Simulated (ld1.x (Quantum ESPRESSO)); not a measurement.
# C (Z = 6): one change to a TM potential, before and after

* Element: C (Z = 6)
* Generator: ld1.x (Quantum ESPRESSO) 7.5
* Type: norm-conserving Troullier–Martins (Kleinman–Bylander form)
* Functional: PW91
* Relativity: scalar-relativistic
* Frozen core: [He]
* Valence charge: 4
* Reference configuration: 2s2 2p2
* Partial waves: 2s (bound): rc 1.15 bohr; 2p (bound): rc 2.10 bohr
* Local potential: all-electron potential smoothed inside 1.10 bohr (lloc = -2)
* Core correction: none

Change: all radii scaled by about 1.10 (s 1.26, p 2.30 bohr); local potential all-electron potential smoothed inside 1.20 bohr (lloc = -2).

Cutoffs: the cutoffs (Ry, on a coarse ladder) from which the occupation-weighted sum of valence levels, in a spherical-Bessel basis at the reference potential, stays within 10 and 1 mRy of its value at 400 Ry; they do not see the model core or the augmentation charge, which bear on the density cutoff. Errors are all-electron minus pseudo energies relative to the spin-unpolarised reference configuration.

Q: Predict the effect on cutoff, ghosts and configuration errors.

A: The potential gets neither clearly harder nor softer (35 Ry and 90 Ry → 35 Ry and 80 Ry); the s channel sets the loose cutoff, while the largest relative change is in p, which becomes softer; of the 7 tests that both files solve, the error grows in 7 and shrinks in 0 by more than 15 % and 0.3 meV (median size 32.7 → 49.2 meV); neither file shows a bound ghost. More of the atom is replaced by a form fitted at one configuration, so other configurations suffer.

| quantity | base | changed |
| --- | --- | --- |
| cutoff, loose | 35 Ry | 35 Ry |
| cutoff, tight | 90 Ry | 80 Ry |
| loose cutoff by channel (10 mRy a level) | s 30 Ry, p 25 Ry | s 30 Ry, p 21 Ry |
| bound ghosts | none | none |
| error for 2s2 2p1, meV [ΔE 10.93 eV] | +33 | +49 |
| error for 2s2 2p0, meV [ΔE 35.16 eV] | +335 | +472 |
| error for 2s1 2p0, meV [ΔE 83.42 eV] | +709 | +951 |
| error for 2s1 2p3, meV [ΔE 8.47 eV] | -0.5 | -2.6 |
| error for 2s2 2p1.5, meV [ΔE 3.99 eV] | +4.3 | +6.7 |
| error for 2s0 2p4, meV [ΔE 16.95 eV] | -9.3 | -18 |
| error for 2s1 2p2, meV [ΔE 19.67 eV] | -34 | -52 |
